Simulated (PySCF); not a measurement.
Problem. Write Cartesian coordinates for `CC=C=C(F)Br` as optimised with PBE0-D3(BJ)/def2-TZVP.

Solution. 
```
atom  x, y, z in Å
C1    -1.5905   -0.4432   -0.0857
C2    -0.5233    0.5757    0.1424
C3     0.7555    0.3297    0.1548
C4     2.0266    0.0903    0.1252
F5     2.7471   -0.2477    1.1933
Br6    3.0741    0.1808   -1.4329
H7    -1.1687   -1.4341   -0.2475
H8    -2.1936   -0.1682   -0.9560
H9    -2.2675   -0.4819    0.7724
H10   -0.8508    1.6014    0.3137
```

Any rigid rotation of these coordinates is as good. Atoms count from 1 in this order. The C–C distances run from 1.294 Å (C3=C4, drawn double) to 1.493 Å (C1–C2, drawn single), a spread of 0.199 Å.

Bonds between heavy atoms (Å): C1–C2 1.493, C2=C3 1.302, C3=C4 1.294, C4–F5 1.332, C4–Br6 1.880.

Computed with PBE0-D3(BJ)/def2-TZVP geometry optimisation, gas phase in PySCF 2.14.0.

Point group: C1 (no symmetry element, even within 0.4 Å). Not checked by PBE0-D3(BJ)/def2-TZVP frequencies.

On an Arm Neoverse V1 with one thread, shared host with 32 logical CPUs at a one-minute load of 25, this took 2.2 min and 0.93 GiB of memory at its peak. This is the geometry optimisation.
